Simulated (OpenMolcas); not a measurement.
## SiHCl2O (SMILES [O][SiH](Cl)Cl): the dipole moment, rung by rung

The species is SiHCl2O (5 atoms), meant as a doublet with charge 0. SMILES: `[O][SiH](Cl)Cl`. The coordinates come from a PBE0-D4/def2-TZVP relaxation.

Quantity: the dipole moment, in D. The values are calculated.

```tsv
level	kind	program	value (D)	CPU time
U-revPBE/6-311+G**	GGA	OpenMolcas	1.44	92 s
UBLYP/6-311+G**	GGA	OpenMolcas	1.53	94 s
U-r2SCAN/6-311+G**	meta-GGA	OpenMolcas	1.33	99 s
UM06-L/6-311+G**	meta-GGA	OpenMolcas	1.29	2.1 min
UTPSS/6-311+G**	meta-GGA	OpenMolcas	1.36	2.5 min
UB3LYP/6-311+G**	global hybrid	OpenMolcas	1.34	88 s
UM06-2X/6-311+G**	hybrid meta-GGA	OpenMolcas	1.29	2.8 min
UPBE0/6-311+G**	global hybrid	OpenMolcas	1.29	87 s
```

The values span 1.29 to 1.53 D. Magnitudes only. CPU times are rough (shared hosts, several kinds of processor): they show what a rung costs within a factor of a few.
